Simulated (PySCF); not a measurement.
FGe, SMILES [F][Ge] (connectivity only; charge and spin as stated), charge +1, multiplicity 1. Atoms are numbered in the order given.

```xyz
2

F      0.0000     0.0000    -1.3278
Ge     0.0000     0.0000     0.3734
```
Charge +1, spin multiplicity 1.

Geometry optimised at PBE-D3(BJ)/def2-TZVPD. The spin state was assumed, not searched.

These are PBE-D3(BJ)/def2-TZVPD (PySCF 2.14.0) values and carry that method's errors.

Frequencies are harmonic and unscaled.

Computed normal modes with their intensities:
```tsv
mode	ν (cm⁻¹)	IR (km/mol)	moving atoms (share of kinetic energy)
1	763	76.5	F 79 %, Ge 21 %
```
